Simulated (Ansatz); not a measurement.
Gas-phase electronic energies from Ansatz, PBE0-D4/def2-TZVP geometries. CCSD(T)/CBS is the MP2 limit (def2-TZVPP, def2-QZVPP) plus CCSD(T) − MP2 in def2-TZVPP, frozen cores. This one scheme is used for every species. DFT in def2-TZVPP. For Ge outer-core shells are correlated without core-valence functions, which leaves a few kJ/mol of doubt a bond. Scalar relativity is left out up to krypton. Each species was taken in one conformer, which may not be the lowest.

Reaction (substitution at a C–N bond): `BC[NH][GeH3]` + `OCO` → `BCOCO` + `[NH2][GeH3]`

```json
{"level": "ωB97X-V", "ΔE (kJ/mol)": "-10.8", "difference from CCSD(T)/CBS": "-5.6"}
{"level": "ωB97M-V", "ΔE (kJ/mol)": "-6.1", "difference from CCSD(T)/CBS": "-0.9"}
{"level": "PBE", "ΔE (kJ/mol)": "5.9", "difference from CCSD(T)/CBS": "11.1"}
{"level": "HF/def2-TZVPP", "ΔE (kJ/mol)": "-31.4", "difference from CCSD(T)/CBS": "-26.2"}
{"level": "CCSD/def2-TZVPP", "ΔE (kJ/mol)": "-11.3", "difference from CCSD(T)/CBS": "-6.1"}
{"level": "CCSD(T)/def2-TZVPP", "ΔE (kJ/mol)": "-7.7", "difference from CCSD(T)/CBS": "-2.5"}
{"level": "MP2/def2-QZVPP", "ΔE (kJ/mol)": "-2.2", "difference from CCSD(T)/CBS": "3.0"}
{"level": "SCS-MP2/def2-QZVPP", "ΔE (kJ/mol)": "-9.2", "difference from CCSD(T)/CBS": "-4.0"}
{"level": "HF/CBS(def2)", "ΔE (kJ/mol)": "-30.9", "difference from CCSD(T)/CBS": "-25.7"}
{"level": "CCSD/CBS(def2)", "ΔE (kJ/mol)": "-8.9", "difference from CCSD(T)/CBS": "-3.7"}
{"level": "CCSD(T)/CBS", "ΔE (kJ/mol)": "-5.2", "difference from CCSD(T)/CBS": "0"}
```

Largest T1 diagnostic among the species: 0.012.

From PBE to PBE0 (25 % exact exchange), in def2-TZVPP and without D4, ΔE moves by −5.0 kJ/mol. In def2-TZVPP, CCSD(T) changes the Hartree–Fock value by +23.7 kJ/mol (the triples alone add +3.6 kJ/mol) and MP2 by +27.7 kJ/mol.
